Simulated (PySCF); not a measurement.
Geometry:
```csv
atom,x (Å),y (Å),z (Å)
C1,2.141,-0.946,0.653
C2,1.098,-0.465,-0.002
C3,-0.031,-1.320,-0.498
C4,-1.355,-0.830,0.095
C5,-1.576,0.643,-0.232
C6,-0.414,1.470,0.303
F7,-0.609,2.802,-0.023
C8,0.916,0.999,-0.284
H9,2.933,-0.309,1.009
H10,2.252,-1.999,0.849
H11,-0.083,-1.253,-1.588
H12,0.137,-2.364,-0.230
H13,-1.333,-0.964,1.179
H14,-2.181,-1.423,-0.302
H15,-1.638,0.782,-1.314
H16,-2.509,0.998,0.208
H17,-0.383,1.433,1.400
H18,1.734,1.586,0.135
H19,0.890,1.169,-1.365
```

Geometry: GFN2-xTB; GIAO absolute shieldings from PySCF, gas phase, non-relativistic, averaged over equivalent atoms.

At PBE0/STO-3G (51 basis functions, 5.6 s wall time on 1 thread of an Arm Neoverse V1, shared host):
```csv
atoms,σ (ppm)
C2,121.6
C1,135.3
C6,169.1
C8,202.8
C3,203.7
C5,208.5
C4,208.7
F7,428.7
H9,28.09
H10,28.12
H17,30.91
H18,30.93
H12,31.19
H19,31.48
H16,31.68
H11,31.68
H14,31.75
H15,31.99
H13,32.31
```

What do these become at PBE0/pcSseg-1?

## Answers


```tsv
atoms	σ at PBE0/pcSseg-1	change
C2	32.7	-88.9
C1	70.1	-65.2
C6	90.8	-78.3
C8	139.9	-62.9
C3	148.4	-55.3
C5	149.7	-58.8
C4	158.7	-50.0
F7	367.4	-61.3
H9	26.60	-1.49
H10	26.61	-1.51
H17	27.20	-3.71
H18	28.91	-2.02
H12	29.51	-1.68
H19	29.44	-2.04
H16	29.46	-2.22
H11	29.79	-1.89
H14	29.86	-1.89
H15	30.21	-1.78
H13	30.51	-1.80
```

The largest change is at C2 (fully substituted alkene carbon). Cost: 191 basis functions, 28 s wall time on 1 thread of an Arm Neoverse V1, shared host. The order of the carbon signals is the same at both levels.
